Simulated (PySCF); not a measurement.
Bonds: Si1-C2, Si1-C9, C2-C3, C9-C10. Si1 carries H16, H17; C2 carries H4, H5; C3 carries H6, H7, H8; C9 carries H11, H12; C10 carries H13, H14, H15.

PySCF calculation with structure optimised with PBE0-D3(BJ)/def2-SVP and σ from GIAO-KT2/pcSseg-1; no relativistic terms, one computed conformer, fast rotation and ring inversion assumed for equivalent nuclei, gas phase.

References, each an isolated molecule treated in the same way: $^{13}$C (σ = 183.22 ppm) and $^{1}$H (σ = 31.18 ppm) and $^{29}$Si (σ = 361.05 ppm) against TMS.

```csv
atoms,nucleus,count,δ (ppm)
C2/C9,$^{13}$C,2,?
Si1,$^{29}$Si,1,-25.5
H6/H7/H8/H13/H14/H15,$^{1}$H,6,?
H4/H5/H11/H12,$^{1}$H,4,0.66
C3/C10,$^{13}$C,2,11.8
H16/H17,$^{1}$H,2,3.91
```

Problem. Fill in the missing shifts.

Solution. 
- C2/C9: 7.4 ppm, carbon bonded to C, Si, 2 H
- H6/H7/H8/H13/H14/H15: 1.10 ppm, hydrogen on a carbon bonded to C

Shifts are as computed. Against solution values, carbons near 30 ppm lie about +2 ppm off and those near 130 ppm about -5 ppm. Of 1211 compounds with measured shifts, 218 miss one by over three times the rms of a fit or turn the order of signals round; such compounds aren't used in these exercises.
